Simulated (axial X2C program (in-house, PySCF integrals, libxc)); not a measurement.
**Potential curves of AsSe⁻, two-component**

All values were computed with an axial X2C code built on PySCF integrals. Two-component (2c) means X2C with spin–orbit coupling and atomic mean-field two-electron Coulomb and Gaunt terms. Basis: Se dyall-acv3z [9s10p7d5f1g], As dyall-acv3z [10s10p7d5f1g] (cores contracted in-house); Gaussian nuclei, density fitting, unrestricted open shells. Masses: Se 79.917 u, As 74.922 u.

State: Ω = 1 (⟨Sz⟩ = 1.00, ⟨Lz⟩ = 0.00 at PBE0). Energies in eV from the fragments at the same level (Se- + As). Fits are polynomials in 1 − R0/R over 0.85 to 1.23 times the lowest point R0.

```csv
R (Å),PBE0
1.9636,-2.1864
2.0539,-2.7946
2.1216,-3.0514
2.1893,-3.1814
2.2570,-3.2149
2.3360,-3.1633
2.4150,-3.0412
2.5166,-2.8154
2.6407,-2.4790
2.8213,-1.9502
```

One determinant describes the state; a PBE0 search over occupations chose it and may have missed a lower one. Dissociation energies refer to the lowest single-determinant-based atoms at the same level and basis. Density functionals use the spin component along the axis (collinear). PBE0 can misorder states that lie within some tenths of an eV, so this need not be the ground state of the molecule. The nearest other 2c determinant of the search, Ω = 0, lies 0.42 eV up at the distance of the search. Without a current term, density functionals place determinants with orbital angular momentum somewhat too high. With several unpaired electrons one determinant need not be a pure state. Open-shell Ω = 0 determinants with evenly filled partner blocks cannot be reached by this program, so the Ω shown need not be the lowest component. This is the Ω = 1 component of a π² triplet; the 0⁺ component is not one determinant and can lie lowest. The highest occupied level of some functionals is positive through self-interaction error; at Hartree–Fock it is bound.

What are Re, ωe and De at the PBE0 level?

At PBE0, 2c: Re = 2.251 Å, ωe ≈ 338 cm⁻¹, De = 3.22 eV to Se- + As; Be follows as 0.086 cm⁻¹.
